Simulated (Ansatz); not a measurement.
`O[SiH2][SiH2]F` and `O[SiH2][SiH2]Br` differ in one element.

Ansatz, PBE0-D4/def2-TZVP geometries, multiplicity 1. Each molecule was computed in one conformer, which needn't be the lowest.

Scalar relativity is left out up to krypton.

```
                               property  `O[SiH2][SiH2]F`
     LUMO energy (PBE0/def2-TZVPP) / eV             -1.01
    HOMO–LUMO gap (PBE/def2-TZVPP) / eV              5.08
    HOMO energy (B3LYP/def2-TZVPP) / eV             -8.00
    LUMO energy (B3LYP/def2-TZVPP) / eV             -1.21
     HOMO energy (PBE0/def2-TZVPP) / eV             -8.19
HOMO–LUMO gap (ωB97M-V/def2-TZVPP) / eV             10.96
```

Task: Give the same properties after the change, and the shifts. (Best estimate.)

Result: Computed: 
```csv
property,`O[SiH2][SiH2]Br`,shift
LUMO energy (PBE0/def2-TZVPP) / eV,-1.13,-0.12
HOMO–LUMO gap (PBE/def2-TZVPP) / eV,4.73,-0.35
HOMO energy (B3LYP/def2-TZVPP) / eV,-7.69,0.31
LUMO energy (B3LYP/def2-TZVPP) / eV,-1.30,-0.09
HOMO energy (PBE0/def2-TZVPP) / eV,-7.89,0.30
HOMO–LUMO gap (ωB97M-V/def2-TZVPP) / eV,10.60,-0.36
```

With PBE0 the HOMO rises by 0.30 eV and the LUMO falls by 0.12 eV, so the gap narrows by about 0.42 eV. PBE moves the HOMO by 0.27 eV and ωB97M-V by 0.31 eV.

B3LYP here is the variant with VWN-RPA as its local correlation; programs differ in this.

Spin–orbit coupling is left out; it splits and shifts lone-pair levels of the heavy atoms by tenths of an eV.
